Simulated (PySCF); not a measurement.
F2GaH3OSi, SMILES [F][Ga]([F])[O][SiH3].

Geometry: B3LYP-D3(BJ)/def2-SVP. The structure was generated by enumeration; whether it is a known compound was not checked. One conformer was computed; it need not be the lowest.

All values below come from PySCF with PBE/def2-TZVP.

The molecule is in vacuum.

The total energy comes out as -2490.62591 hartree and the point group comes out as Cs. The highest occupied level is -7.81 eV. The lowest empty level comes out as -3.02 eV. The orbital gap is 4.79 eV and the dipole moment comes out as 0.310 e·Å. The quadrupole, principal values (traceless, Buckingham form, about the centre of nuclear charge) is -5.98, -1.49, 7.47 D·Å and the mean static polarisability is 53.9 bohr³ (7.98 Å³). The polarisability, principal values is 45.0, 51.3, 65.3 bohr³.
